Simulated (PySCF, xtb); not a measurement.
B(F)(NCO)(OH) (CHBFNO2), SMILES O=C=NB(O)F.

Geometry: B3LYP-D3(BJ)/def2-SVP. The values are those of a single conformer.

Method: C-PCM-B3LYP/def2-SVP in PySCF.

The values are the electrostatic part of the solvation free energy, E(continuum) − E(gas) at the gas-phase geometry, in a cavity of scaled van der Waals radii (PySCF's table); cavitation and dispersion terms are not included. In vacuum the orbital gap is 8.28 eV. The dipole moment in vacuum is 2.50 D.

Computed values in water (ε = 78.36), ethylethanoate (ε = 5.99), cyclohexanone (ε = 15.62):
| solvent | ε | ΔG(elec) (kcal/mol) | dipole (D) | gap (eV) |
|---|---|---|---|---|
| water | 78.36 | -5.3 | 3.03 | 8.39 |
| ethylethanoate | 5.99 | -4.4 | 2.93 | 8.37 |
| cyclohexanone | 15.62 | -5.0 | 3.00 | 8.38 |

For comparison, GFN2-xTB/ALPB(water) (xtb, at the GFN2-xTB geometry, all terms of that model) gives -6.1 kcal/mol.
